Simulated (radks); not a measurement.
Values are calculated unless marked as measured or tabulated.
Species: Os+. Configuration: [Xe] 4f14 5d6 6s1 (the NIST ground configuration).

Code: a radial shooting solver on a logarithmic mesh with Libxc functionals. Model: scalar-relativistic Kohn-Sham, r2SCAN, spin-unpolarised, spherical densities, finite nucleus; meta-GGA in the generalised Kohn-Sham scheme; Fermi nuclear charge, rms radius 5.4126 fm.

Energy parts (hartree):
total: -17252.2589
kinetic: 19115.3660
electron-nucleus: -42730.1531
Hartree: 6701.0063
exchange-correlation: -338.4780

Orbitals (lengths in bohr, moments of r in powers of bohr; <r^-3> diverges for s and p1/2):
| orbital | occ. | eigenvalue (hartree) | <r^-3> |
|---|---|---|---|
| 1s | 2 | -2717.632 | - |
| 2s | 2 | -474.5448 | - |
| 2p | 6 | -413.1989 | 21900 |
| 3s | 2 | -111.0445 | - |
| 3p | 6 | -92.94763 | 4949 |
| 3d | 10 | -72.68147 | 625.5 |
| 4s | 2 | -23.89087 | - |
| 4p | 6 | -17.92925 | 1160 |
| 4d | 10 | -10.48579 | 127.0 |
| 4f | 14 | -2.23107 | 22.90 |
| 5s | 2 | -3.73493 | - |
| 5p | 6 | -2.21905 | 177.8 |
| 5d | 6 | -0.52351 | 9.823 |
| 6s | 1 | -0.47916 | - |
| 6p | 0 | -0.24674 | 14.10 |

The highest occupied level is 6s at -13.039 eV. Summed over all electrons, <r^2> = 52.74 bohr^2, which gives a Langevin (diamagnetic) susceptibility term of -41.8 x 10^-6 cm^3/mol. The electron density at the nucleus is 1.788e+06 e/bohr^3 (large components only).
